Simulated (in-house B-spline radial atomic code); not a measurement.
Radial electron density of Se III (Se2+), [Ne] 3s2 3p5 3d10 4s2 4p2 4d1. All numbers are computed (scalar-relativistic (X2C) HSE06, spin-polarised, spherical fractional occupations, exact exchange averaged over the configuration; Fermi nucleus of rms radius 4.14 fm) with an all-electron radial atomic-structure program (B-spline basis), not measured.

One-electron X2C: radii and densities carry no picture-change correction, so inner-shell <1/r> comes out high (for 1s by about 2 % at Z = 33, 5 % at 54, 10 % at 75, 30 % at 118) and <r> low.

Columns: r (bohr), 4πr²n(r) (electrons per bohr), bar.

```
 0.00165    1.253 #
 0.00203    1.785 ##
 0.00249    2.515 ##
 0.00306    3.534 ###
 0.00376    4.924 ####
 0.00462    6.793 ######
 0.00568    9.265 ########
 0.00698    12.44 ###########
 0.00858    16.39 ###############
  0.0105    20.99 ###################
   0.013    26.47 ########################
  0.0159    31.82 #############################
  0.0196     36.9 #################################
  0.0241    40.59 #####################################
  0.0296    42.11 ######################################
  0.0364    41.09 #####################################
  0.0447    38.11 ##################################
  0.0549     34.9 ################################
  0.0675    33.91 ###############################
  0.0829    36.88 #################################
   0.102    43.08 #######################################
   0.125    48.52 ############################################
   0.154    48.61 ############################################
   0.189    41.77 ######################################
   0.233       32 #############################
   0.286    26.64 ########################
   0.351    28.08 #########################
   0.432    31.69 #############################
   0.531    30.55 ############################
   0.652    23.23 #####################
   0.801    14.05 #############
   0.985    7.589 #######
    1.21      4.8 ####
    1.49    3.819 ###
    1.83    2.948 ###
    2.25    1.846 ##
    2.76   0.9316 #
    3.39   0.3905 
    4.17   0.1407 
    5.13  0.04102 
     6.3 0.008204 
    7.74 0.0009468 
    9.51 5.298e-05
```

On this grid the curve has 3 maxima, near 0.0296, 0.154, 0.432 bohr.

The 3p down radial function P(r) = rR(r), positive near the nucleus:

| r (bohr) | P |
| --- | --- |
| 0.00165 | 0.001674 |
| 0.00249 | 0.003493 |
| 0.00376 | 0.007345 |
| 0.00568 | 0.01545 |
| 0.00858 | 0.03223 |
| 0.013 | 0.06639 |
| 0.0196 | 0.1313 |
| 0.0296 | 0.247 |
| 0.0447 | 0.427 |
| 0.0675 | 0.6441 |
| 0.102 | 0.7691 |
| 0.154 | 0.5515 |
| 0.233 | -0.1819 |
| 0.351 | -1.088 |
| 0.531 | -1.413 |
| 0.801 | -0.924 |
| 1.21 | -0.3014 |
| 1.83 | -0.04038 |
| 2.76 | -0.001663 |
